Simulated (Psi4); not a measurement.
Internal rotation in SMILES C([SiH2][SeH])S. Scanned: dihedral H5–S1–C2–Si3; all other coordinates were relaxed at B3LYP-D3(BJ)/def2-SVP. Points at φ and −φ are mirror images. Heavy atoms are numbered in the order of the SMILES SC[SiH2][SeH], hydrogens after them in the order of the atoms that carry them; the mirror image has the same energies with the sign of each dihedral reversed.

Levels of theory: PBE/def2-TZVP // B3LYP-D3(BJ)/def2-SVP (Psi4); PBE-D3(BJ)/def2-TZVP // B3LYP-D3(BJ)/def2-SVP (Psi4); B3LYP-D3(BJ)/def2-TZVP // B3LYP-D3(BJ)/def2-SVP (Psi4); MP2/cc-pVTZ = DF-MP2 (frozen core)/cc-pVTZ // B3LYP-D3(BJ)/def2-SVP (Psi4).

Energies relative to the lowest point of each profile, in kcal/mol; the last columns give the difference from MP2:

```csv
φ / °,PBE/def2-TZVP,PBE-D3(BJ)/def2-TZVP,B3LYP-D3(BJ)/def2-TZVP,MP2/cc-pVTZ,PBE/def2-TZVP − MP2/cc-pVTZ,PBE-D3(BJ)/def2-TZVP − MP2/cc-pVTZ,B3LYP-D3(BJ)/def2-TZVP − MP2/cc-pVTZ
-150,1.48,1.56,1.41,1.26,0.22,0.30,0.16
-120,1.60,1.67,1.60,1.62,-0.02,0.06,-0.01
-90,0.74,0.79,0.76,0.81,-0.07,-0.02,-0.05
-60,0.00,0.00,0.00,0.00,0.00,0.00,0.00
-30,0.53,0.50,0.51,0.48,0.05,0.02,0.03
0,1.27,1.23,1.17,1.17,0.09,0.05,0.00
30,0.53,0.50,0.51,0.48,0.05,0.02,0.03
60,0.00,0.00,0.00,0.00,0.00,0.00,0.00
90,0.74,0.79,0.76,0.81,-0.07,-0.02,-0.05
120,1.60,1.67,1.60,1.62,-0.02,0.06,-0.01
150,1.48,1.56,1.41,1.26,0.22,0.30,0.16
180,1.45,1.53,1.32,1.08,0.37,0.45,0.24
```

PBE/def2-TZVP is furthest from MP2/cc-pVTZ at 180 (0.37 kcal/mol, above); its mean absolute difference over the points is 0.10 kcal/mol.

PBE-D3(BJ)/def2-TZVP is furthest from MP2/cc-pVTZ at 180 (0.45 kcal/mol, above); its mean absolute difference over the points is 0.11 kcal/mol.

B3LYP-D3(BJ)/def2-TZVP is furthest from MP2/cc-pVTZ at 180 (0.24 kcal/mol, above); its mean absolute difference over the points is 0.06 kcal/mol.
